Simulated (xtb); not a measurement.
C₂ClO₂Pt (SMILES [O+]#[C-]->[Pt+]([Cl])<-[C-]#[O+]), charge +1, singlet, from a rough starting geometry (GFN-xTB shapes and energies of metal compounds can be far from the true ones) (the multiplicity is a formal guess); GFN2-xTB (xtb 6.7.1).

The xtb input:
```
$ xtb mol.xyz --gfn 2 --chrg 1 --opt vtight --json

# file mol.xyz
6

Pt    -0.64556831    -0.51227010     0.08578016
Cl    -2.18406341    -1.71810121     0.16957828
O     -0.15276563     2.13436876    -1.36683305
C     -0.22067995     1.13786311    -0.80135246
O      2.12411118    -0.59042725     1.21601780
C      1.11310961    -0.46344789     0.75947007
```

Q: Predict the main parts of the log of this xtb run.

A: 
```
   ID    Z sym.   atoms
    1   78 Pt     1
    2   17 Cl     2
    3    8 O      3, 5
    4    6 C      4, 6

           -------------------------------------------------
          |                Calculation Setup                |
           -------------------------------------------------

           -------------------------------------------------
          |                 G F N 2 - x T B                 |
           -------------------------------------------------

          ...................................................
          :                      SETUP                      :
          :.................................................:
          :  # basis functions                  36          :
          :  # atomic orbitals                  34          :
          :  # shells                           14          :
          :  # electrons                        36          :
          :  max. iterations                   250          :
          :  Hamiltonian                  GFN2-xTB          :
          :  restarted?                      false          :
          :  GBSA solvation                  false          :
          :  PC potential                    false          :
          :  electronic temp.          300.0000000     K    :
          :  accuracy                    1.0000000          :
          :  -> integral cutoff          0.2500000E+02      :
          :  -> integral neglect         0.1000000E-07      :
          :  -> SCF convergence          0.1000000E-05 Eh   :
          :  -> wf. convergence          0.1000000E-03 e    :
          :  Broyden damping             0.4000000          :
          :  net charge                          1          :
          :  unpaired electrons                  0          :
          ...................................................

 iter      E             dE          RMSdq      gap      omega  full diag
   1    -21.1123563 -0.211124E+02  0.885E+00    2.74       0.0  T
   2    -21.1631258 -0.507695E-01  0.547E+00    2.76       1.0  T
   3    -21.1702853 -0.715950E-02  0.338E+00    2.87       1.0  T
   4    -21.1718460 -0.156072E-02  0.101E+00    2.75       1.0  T
   5    -21.1761039 -0.425791E-02  0.783E-01    2.87       1.0  T
   6    -21.1771858 -0.108191E-02  0.417E-01    2.86       1.0  T
   7    -21.1774438 -0.257975E-03  0.214E-01    2.88       1.0  T
   8    -21.1774866 -0.427706E-04  0.154E-01    2.89       1.0  T
   9    -21.1775411 -0.545688E-04  0.555E-02    2.90       1.0  T
  10    -21.1775460 -0.485791E-05  0.248E-02    2.91       1.6  T
  11    -21.1775469 -0.847255E-06  0.795E-03    2.91       5.1  T
  12    -21.1775471 -0.253640E-06  0.207E-03    2.91      19.7  T
  13    -21.1775471 -0.259126E-08  0.605E-04    2.91      67.5  T
  14    -21.1775471 -0.113828E-08  0.201E-04    2.91     202.8  T

   *** convergence criteria satisfied after 14 iterations ***

         :::::::::::::::::::::::::::::::::::::::::::::::::::::
         ::                     SUMMARY                     ::
         :::::::::::::::::::::::::::::::::::::::::::::::::::::
         :: total energy             -20.999001022050 Eh    ::
         :: gradient norm              0.094116905910 Eh/a0 ::
         :: HOMO-LUMO gap              2.907979818161 eV    ::
         ::.................................................::
         :: SCC energy               -21.177542303226 Eh    ::
         :: -> isotropic ES            0.125388303402 Eh    ::
         :: -> anisotropic ES         -0.016398817207 Eh    ::
         :: -> anisotropic XC         -0.005045355188 Eh    ::
         :: -> dispersion             -0.004755589347 Eh    ::
         :: repulsion energy           0.178541281176 Eh    ::
         :: add. restraining           0.000000000000 Eh    ::
         :: total charge               1.000000000000 e     ::
         :::::::::::::::::::::::::::::::::::::::::::::::::::::

      -----------------------------------------------------------
     |                   =====================                   |
     |                        A N C O P T                        |
     |                   =====================                   |
     |               Approximate Normal Coordinate               |
     |                Rational Function Optimizer                |
      -----------------------------------------------------------
      -----------------------------------------------------------
     |                   =====================                   |
     |                        A N C O P T                        |
     |                   =====================                   |
     |               Approximate Normal Coordinate               |
     |                Rational Function Optimizer                |
      -----------------------------------------------------------

          ...................................................
          :                      SETUP                      :
          :.................................................:
          :   optimization level         verytight          :
          :   max. optcycles                   200          :
          :   ANC micro-cycles                  20          :
          :   degrees of freedom                12          :
          :.................................................:
          :   RF solver                   davidson          :
          :   write xtbopt.log                true          :
          :   linear?                        false          :
          :   energy convergence         0.1000000E-06 Eh   :
          :   grad. convergence          0.2000000E-03 Eh/α :
          :   maxmium RF displ.          1.0000000          :
          :   Hlow (freq-cutoff)         0.1000000E-01      :
          :   Hmax (freq-cutoff)         5.0000000          :
          :   S6 in model hess.         20.0000000          :
          ...................................................

[...]
 * total energy  :   -20.9991005 Eh     change       -0.9942799E-04 Eh
 * total energy  :   -20.9808893 Eh     change        0.1821119E-01 Eh
 * total energy  :   -21.0013210 Eh     change       -0.2043177E-01 Eh
 * total energy  :   -20.9975924 Eh     change        0.3728673E-02 Eh
 * total energy  :   -21.0030681 Eh     change       -0.5475697E-02 Eh
 * total energy  :   -21.0031175 Eh     change       -0.4941690E-04 Eh
 * total energy  :   -21.0035888 Eh     change       -0.4713640E-03 Eh
 * total energy  :   -21.0036053 Eh     change       -0.1642154E-04 Eh
 * total energy  :   -21.0036094 Eh     change       -0.4153796E-05 Eh
 * total energy  :   -21.0036128 Eh     change       -0.3370286E-05 Eh
 * total energy  :   -21.0036131 Eh     change       -0.3112069E-06 Eh
 * total energy  :   -21.0036133 Eh     change       -0.2453583E-06 Eh
 * total energy  :   -21.0036134 Eh     change       -0.9597028E-07 Eh
   *** GEOMETRY OPTIMIZATION CONVERGED AFTER 14 ITERATIONS ***
[...]
   3    -21.1846932 -0.935074E-11  0.268E-05    2.66    1522.6  T

   *** convergence criteria satisfied after 3 iterations ***

         :::::::::::::::::::::::::::::::::::::::::::::::::::::
         ::                     SUMMARY                     ::
         :::::::::::::::::::::::::::::::::::::::::::::::::::::
         :: total energy             -21.003613433959 Eh    ::
         :: gradient norm              0.000147007324 Eh/a0 ::
         :: HOMO-LUMO gap              2.664925421489 eV    ::
         ::.................................................::
         :: SCC energy               -21.184688303499 Eh    ::
         :: -> isotropic ES            0.125503436831 Eh    ::
         :: -> anisotropic ES         -0.017155394096 Eh    ::
         :: -> anisotropic XC         -0.005201497666 Eh    ::
         :: -> dispersion             -0.004709969619 Eh    ::
         :: repulsion energy           0.181074869539 Eh    ::
         :: add. restraining           0.000000000000 Eh    ::
         :: total charge               1.000000000000 e     ::
         :::::::::::::::::::::::::::::::::::::::::::::::::::::

           -------------------------------------------------
          |                Property Printout                |
           -------------------------------------------------

    * Orbital Energies and Occupations

         #    Occupation            Energy/Eh            Energy/eV
      -------------------------------------------------------------
         1        2.0000           -1.2421089             -33.7995
       ...           ...                  ...                  ...
         6        2.0000           -0.8431928             -22.9444
         7        2.0000           -0.8415233             -22.8990
         8        2.0000           -0.8379420             -22.8016
         9        2.0000           -0.8374569             -22.7884
        10        2.0000           -0.7917978             -21.5459
        11        2.0000           -0.7373925             -20.0655
        12        2.0000           -0.6719542             -18.2848
        13        2.0000           -0.6716650             -18.2769
        14        2.0000           -0.6591291             -17.9358
        15        2.0000           -0.6538814             -17.7930
        16        2.0000           -0.6490332             -17.6611
        17        2.0000           -0.6394443             -17.4002
        18        2.0000           -0.6215293             -16.9127 (HOMO)
        19                         -0.5235950             -14.2477 (LUMO)
        20                         -0.5104530             -13.8901
        21                         -0.4958252             -13.4921
        22                         -0.4901429             -13.3375
        23                         -0.4831925             -13.1483
        24                         -0.1797934              -4.8924
        25                         -0.1792442              -4.8775
        26                         -0.1764507              -4.8015
        27                         -0.1763669              -4.7992
        28                         -0.1565046              -4.2587
        29                         -0.1516761              -4.1273
       ...                                ...                  ...
        34                          0.8653975              23.5487
      -------------------------------------------------------------
                  HL-Gap            0.0979342 Eh            2.6649 eV
             Fermi-level           -0.5725622 Eh          -15.5802 eV

     #   Z          covCN         q      C6AA      α(0)
     1  78 Pt       2.728     0.274   316.757    33.535
     2  17 Cl       0.856     0.082    96.728    15.046
     3   8 O        0.856     0.081    14.069     5.029
     4   6 C        1.792     0.241    25.606     8.178
     5   8 O        0.856     0.081    14.069     5.029
     6   6 C        1.792     0.241    25.606     8.178

 Mol. C6AA /au·bohr⁶  :       2028.802955
 Mol. C8AA /au·bohr⁸  :     110100.233702
 Mol. α(0) /au        :         74.995578

Wiberg/Mayer (AO) data.
largest (>0.10) Wiberg bond orders for each atom

 ---------------------------------------------------------------------------
     #   Z sym  total        # sym  WBO       # sym  WBO       # sym  WBO
 ---------------------------------------------------------------------------
     1  78 Pt   4.216 --     2 Cl   1.471     4 C    1.151     6 C    1.151
                             3 O    0.222     5 O    0.222
     2  17 Cl   1.809 --     1 Pt   1.471     4 C    0.114     6 C    0.114
     3   8 O    2.716 --     4 C    2.416     1 Pt   0.222
     4   6 C    3.745 --     3 O    2.416     1 Pt   1.151     2 Cl   0.114
     5   8 O    2.716 --     6 C    2.416     1 Pt   0.222
     6   6 C    3.745 --     5 O    2.416     1 Pt   1.151     2 Cl   0.114
 ---------------------------------------------------------------------------

Topologies differ in total number of bonds
Writing topology from bond orders to xtbtopo.mol

molecular dipole:
                 x           y           z       tot (Debye)
 q only:        0.043       0.021       0.018
   full:       -0.973      -0.771       0.089       3.162
molecular quadrupole (traceless):
                xx          xy          yy          xz          yz          zz
 q only:        1.432       0.547       0.686       2.341      -3.344      -2.118
  q+dip:        4.882       6.242       1.269       1.999      -4.052      -6.151
   full:        4.488       5.795       1.155       1.761      -3.635      -5.643

optimized geometry written to: xtbopt.xyz

           -------------------------------------------------
          | TOTAL ENERGY              -21.003613433959 Eh   |
          | GRADIENT NORM               0.000147007324 Eh/α |
          | HOMO-LUMO GAP               2.664925421489 eV   |
           -------------------------------------------------

normal termination of xtb
```
